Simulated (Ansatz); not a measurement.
The first iterations of a band of Cl2FH2NTi + H2S (10 atoms, charge 0, multiplicity 1).

Method: RKS B3LYP-D4/def2-SVP in Ansatz 0.2.0.

```json
{"movable images": "7", "climbing image": "yes", "spring": "5.0 eV/Å²", "optimiser": "quadratic models (default)", "start path": "through a guess of the saddle point", "force threshold": "0.5 eV/Å", "iteration limit": "60", "end points": "relaxed"}
```

First end point:

```xyz
10
Properties=species:S:1:pos:R:3
Ti -0.299 -0.269 0.129
N 0.074 -0.478 1.904
H -0.301 -1.181 2.540
H 0.748 0.155 2.347
Cl 1.598 -0.326 -0.993
Cl -1.225 1.729 -0.175
F -1.379 -1.551 -0.313
S 2.100 2.369 1.839
H 1.348 3.125 2.674
H 1.246 2.573 0.808
```

Last end point:

```xyz
10
Properties=species:S:1:pos:R:3
Ti -0.033 0.731 0.081
N 0.637 -0.089 2.110
H 0.417 -1.088 2.099
H 1.641 -0.004 2.275
Cl 1.423 -0.778 -0.679
Cl -0.631 1.772 -1.768
F -1.562 0.100 0.661
S 0.724 2.767 0.923
H 1.152 2.408 2.157
H 0.141 0.329 2.900
```

| iteration | highest image above the first end (eV) | largest band force component (eV/Å) |
| --- | --- | --- |
| 1 | 26.696 | 67.433 |
| 2 | 6.785 | 25.572 |
| 3 | 3.177 | 14.256 |

Q: Does the band converge within its limit, and where does its top end?

A: The forces met the threshold. It ended after 11 iterations with the highest image 0.725 eV above the first end. The threshold of 0.5 eV/Å is loose, so the images may lie well off the minimum-energy path. Another band between the same ends (7 images) ends at a top of the same energy, where a vibrational analysis finds 1 clearly imaginary mode. The orbitals stay closed-shell, which can raise the energy where a bond breaks towards radicals; this wasn't checked here.

The run took 4.3 min on 4 threads of Arm Neoverse V2 (shared host), peak memory 0.41 GiB.
